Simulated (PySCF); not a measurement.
PySCF calculation with coordinates at the GFN2-xTB level and GIAO PBE0/pcSseg-1 shieldings; no solvent, no relativistic terms, one computed conformer, averaged over atoms made equivalent by symmetry, fast rotation or ring inversion.

Chemical shifts δ = σref − σ; TMS for ¹H and ¹³C, all at this level. Shifts are as computed. Against solution values, carbons near 30 ppm lie about +3 ppm off and those near 130 ppm about +5 ppm; carbons on Cl a further +6 ppm. Of 1211 compounds with measured shifts, 218 miss one by over three times the rms of a fit or turn the order of signals round; such compounds aren't used in these exercises. Carbons bonded to Cl come out too deshielded.

Problem. Order these molecules by the shift of their most deshielded carbon, lowest δ first.
A. C=Cc1ccccc1C(F)F
B. C=C(C)O[Si@@H]1[SiH2]C[Si@@H]1C#N
C. O=C=C(Cl)[SiH2]C[SiH3]

Solution. A (143.4 ppm, substituted aromatic carbon), B (160.5 ppm, alkene carbon bearing oxygen), C (195.3 ppm, central carbon of a ketene).

Problem. Order these molecules by the shift of their most shielded carbon, lowest δ first.
A. Cn1cccn1
B. C=C(C)O[Si@@H]1[SiH2]C[Si@@H]1C#N
C. C=Cc1ccccc1C(F)F
D. O=C=C(Cl)[SiH2]C[SiH3]

Solution. D (-14.1 ppm, sp3 CH2 bonded to 2 Si), B (-8.8 ppm, sp3 CH2 bonded to 2 Si), A (39.5 ppm, methyl carbon bonded to N), C (119.8 ppm, sp3 CH bonded to 2 F, on an aromatic ring).

Problem. How many ¹³C and ¹H signals does each give (equivalence by symmetry and fast rotation, but not about amide C–N or C=N bonds)? `O=C=C(Cl)[SiH2]C[SiH3]`, `C=C(C)O[Si@@H]1[SiH2]C[Si@@H]1C#N`, `Cn1cccn1`, `C=Cc1ccccc1C(F)F`

Solution. O=C=C(Cl)[SiH2]C[SiH3]: 3 C, 3 H; C=C(C)O[Si@@H]1[SiH2]C[Si@@H]1C#N: 5 C, 9 H; Cn1cccn1: 4 C, 4 H; C=Cc1ccccc1C(F)F: 9 C, 8 H.
